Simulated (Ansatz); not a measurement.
Relaxation of Cl4H4NW (10 atoms, charge 0, multiplicity 2), to a largest force component of 0.03 eV/Å in at most 50 steps.

Theory: UKS PBE/def2-SVP (Ansatz 0.2.0).

```xyz
10
Properties=species:S:1:pos:R:3:forces:R:3
W 0.111 0.132 -0.072 -0.15 -0.04 0.21
H -0.429 -0.388 1.463 0.13 0.09 -0.13
Cl 2.420 0.261 0.086 0.06 -0.02 0.06
Cl 0.177 2.436 -0.264 -0.04 0.03 -0.04
Cl -2.215 0.317 -0.035 -0.12 0.06 0.04
Cl 0.390 -2.187 -0.083 0.01 -0.08 -0.01
H -0.452 -0.404 -1.569 0.09 0.01 0.12
N -0.278 0.143 3.647 0.01 -0.06 -0.24
H -0.375 -0.779 4.128 -0.01 0.02 0.00
H 0.650 0.468 4.000 0.02 0.00 0.00
```

Where does it end, and by what steps?

It converged. After 22 steps the energy has fallen by 3.859 eV; H2 moved furthest, 1.55 Å. Parted: W1–H2 (1.71 → 2.80 Å). Joined: W1–N8 (3.74 → 2.27 Å), H2–N8 (2.25 → 1.03 Å).

| step | energy less start (eV) | largest force component (eV/Å) | accepted |
| --- | --- | --- | --- |
| 0 | 0.0000 | 0.243 | yes |
| 1 | -0.0226 | 0.813 | yes |
| 2 | -0.0631 | 1.043 | yes |
| 3 | -0.1914 | 1.109 | yes |
| 4 | -0.5286 | 2.384 | yes |
| 5 | -1.2566 | 3.662 | yes |
| 6 | -2.0143 | 2.906 | yes |
| 7 | -2.2850 | 3.952 | yes |
| 8 | -2.6201 | 1.262 | yes |
| 9 | -2.7933 | 1.305 | yes |
| 10 | -2.9436 | 1.606 | yes |
| 11 | -3.0956 | 1.764 | yes |
| 12 | -3.3390 | 1.084 | yes |
| 13 | -3.5449 | 0.855 | yes |
| 14 | -3.6620 | 0.744 | yes |
| 15 | -3.7416 | 0.177 | yes |
| 16 | -3.8021 | 0.340 | yes |
| 17 | -3.8123 | 0.674 | yes |
| 18 | -3.8416 | 0.271 | yes |
| 19 | -3.8530 | 0.278 | yes |
| 20 | -3.8569 | 0.112 | yes |
| 21 | -3.8590 | 0.051 | yes |
| 22 | -3.8594 | 0.022 | yes |

```xyz
10
Properties=species:S:1:pos:R:3
W -0.061 0.296 0.346
H -0.040 -1.366 2.594
Cl 2.181 0.790 0.785
Cl -0.323 2.264 -0.826
Cl -2.361 0.507 0.820
Cl -0.184 -2.055 0.195
H 0.570 -0.132 -1.158
N 0.043 -0.337 2.528
H -0.752 0.077 3.040
H 0.926 -0.044 2.974
```

Whether the end is a true minimum wasn't checked by a vibrational analysis.

The run took 2.2 min on 4 threads of Arm Neoverse V1, on a shared host, peak memory 0.41 GiB.
